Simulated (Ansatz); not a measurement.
Start from `N#[C][Sn]([F])([F])[F]` and change one atom or group to get `[F][Sn]([F])([F])[SH]`.

Ansatz, PBE0-D4/def2-TZVP geometries, multiplicity 1. Each molecule was computed in one conformer, which needn't be the lowest.

Elements past krypton have def2 core potentials.

```
                             property  `N#[C][Sn]([F])([F])[F]`
HOMO energy (ωB97M-V/def2-TZVPP) / eV                    -13.68
    LUMO energy (PBE/def2-TZVPP) / eV                     -4.09
   LUMO energy (PBE0/def2-TZVPP) / eV                     -3.08
 HOMO–LUMO gap (PBE0/def2-TZVPP) / eV                      8.25
  HOMO energy (B3LYP/def2-TZVPP) / eV                    -11.04
HOMO–LUMO gap (B3LYP/def2-TZVPP) / eV                      7.56
```

(1) What does the change do to each property? (Best estimate.)

Answers

(1) Computed: 
```tsv
property	`[F][Sn]([F])([F])[SH]`	shift
HOMO energy (ωB97M-V/def2-TZVPP) / eV	-11.24	2.44
LUMO energy (PBE/def2-TZVPP) / eV	-3.86	0.23
LUMO energy (PBE0/def2-TZVPP) / eV	-2.92	0.16
HOMO–LUMO gap (PBE0/def2-TZVPP) / eV	6.09	-2.16
HOMO energy (B3LYP/def2-TZVPP) / eV	-8.75	2.29
HOMO–LUMO gap (B3LYP/def2-TZVPP) / eV	5.49	-2.07
```

With PBE0 the HOMO rises by 2.31 eV and the LUMO rises by 0.16 eV, so the gap narrows by about 2.15 eV. PBE moves the HOMO by 1.95 eV and ωB97M-V by 2.44 eV.

B3LYP here is the variant with VWN-RPA as its local correlation; programs differ in this.
